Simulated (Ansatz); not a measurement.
Input file for Ansatz (a quantum-chemistry and plane-wave program): R-B2PLYP/def2-TZVPP on F6S (SMILES FS(F)(F)(F)(F)F).

Ansatz 0.2 input:
```yaml
crystal:
  periodic: [false, false, false]
  atoms:
    - {symbol: S, position_ang: [-0.00000000, -0.00000000, -0.00000000]}
    - {symbol: F, position_ang: [1.57837823, -0.00000000, 0.00000000]}
    - {symbol: F, position_ang: [-1.57837823, 0.00000000, 0.00000000]}
    - {symbol: F, position_ang: [-0.00000000, 1.57837823, 0.00000000]}
    - {symbol: F, position_ang: [0.00000000, -1.57837823, 0.00000000]}
    - {symbol: F, position_ang: [-0.00000000, 0.00000000, 1.57837823]}
    - {symbol: F, position_ang: [0.00000000, 0.00000000, -1.57837823]}
basis:
  gaussian:
    orbitals: def2-TZVPP
hamiltonian:
  xc: {name: B2PLYP}
magnetization: {spin_polarized: false}
correlation: {electrons: outside_noble_gas}
scf: {lower_state_search: off}
```

It printed:

```
WARN ansatz: RAYON_NUM_THREADS=4 ignored (pool sized by the plan → 4); use --threads N
Functional definition: B2PLYP
these checks for a lower state are left out or cut short: stability, starts, cluster_reference, orbital_swaps, neighbouring_geometries, increment
integrals: 0.50 GiB planned
1495 factors; integrals over basis functions are off by at most 1.5e-3 eV
mean field: 1.40 GiB planned
mean field evaluation 1: about -27106.2452 eV, gradient 7.8e1 eV
mean field evaluation 2: about -27106.8956 eV, gradient 7.9e1 eV
mean field evaluation 4: about -27115.7269 eV, gradient 1.4e0 eV
mean field evaluation 8: about -27115.7918 eV, gradient 7.6e-2 eV
mean field evaluation 16: about -27115.7918 eV, gradient 4.3e-6 eV
mean field -27115.79182231 eV, -996.4869697260 hartree, gradient 2.7e-6 eV, S^2 0.000000; 0 other end points of the search recorded, 0 dependent functions left out
11 core orbitals not correlated
reference -27115.79192141 eV, -996.4869733678 hartree; 24, 24 occupied and 193, 193 virtual orbitals, 1495 factors
second order -55.69298372 eV of doubles, -0.00000000 eV of singles
Total energy: -27130.82902701 eV, -997.0395768063 hartree
Checks for a lower state left out: stability, starts, cluster_reference, orbital_swaps, neighbouring_geometries, increment
```

The calculation finished and met its thresholds.

Cost: roughly 8 core-seconds.
